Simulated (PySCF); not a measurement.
# MgHg⁺: frontier orbitals

r²SCAN at R = 2.905 Å; PySCF, scalar-relativistic core potentials, basis sets Mg def2-SVP, Hg def2-SVP with ECP60. State: ²Σ⁺ (doublet), unpaired electrons σ ↑. Only the outer orbitals are listed, counted within each symmetry, core potentials removing the inner ones.

```
spin  orbital  occ.  ε (eV)  on Mg (%)            main shells (%)
   α       6σ     1  -16.26          3                    97 Hg d
   α       3π     1  -16.06          0                   100 Hg d
   α       3π     1  -16.06          0                   100 Hg d
   α       1δ     1  -15.88          0                   100 Hg d
   α       1δ     1  -15.88          0                   100 Hg d
   α       7σ     1  -13.04         27           70 Hg s, 22 Mg s
   α       8σ     1  -10.45         78           74 Mg s, 20 Hg s
   α       4π     0   -6.89         84           84 Mg p, 15 Hg p
   α       4π     0   -6.89         84           84 Mg p, 15 Hg p
   α       9σ     0   -6.64         60           59 Mg p, 34 Hg p
   β       6σ     1  -16.16          2                    97 Hg d
   β       3π     1  -15.99          0                   100 Hg d
   β       3π     1  -15.99          0                   100 Hg d
   β       1δ     1  -15.83          0                   100 Hg d
   β       1δ     1  -15.83          0                   100 Hg d
   β       7σ     1  -12.84         19           77 Hg s, 11 Mg s
   β       8σ     0   -8.61         73  73 Mg s, 15 Hg s, 12 Hg p
   β       4π     0   -5.80         51           48 Mg p, 48 Hg p
   β       4π     0   -5.80         51           48 Mg p, 48 Hg p
```

Question: Which are the highest filled and the lowest empty level, where do they sit, and how wide is the gap?

Answer: Highest filled α 8σ at -10.45 eV (in %: 74 Mg s, 20 Hg s); lowest empty β 8σ at -8.61 eV (in %: 73 Mg s, 15 Hg s, 12 Hg p); the gap at r²SCAN is 1.84 eV.

* bond order (Mayer): 0.57
* ⟨S²⟩: 0.754
* charge on Mg (Mulliken, basis-dependent): 0.69
* charge on Mg (Löwdin, basis-dependent): 0.56
* dipole moment (positive dipole points towards Hg; it is taken about the centre of mass and depends on that origin): -8.08 D

Spin–orbit coupling is left out. The state was picked by a PBE0 search and need not be the measured ground state.
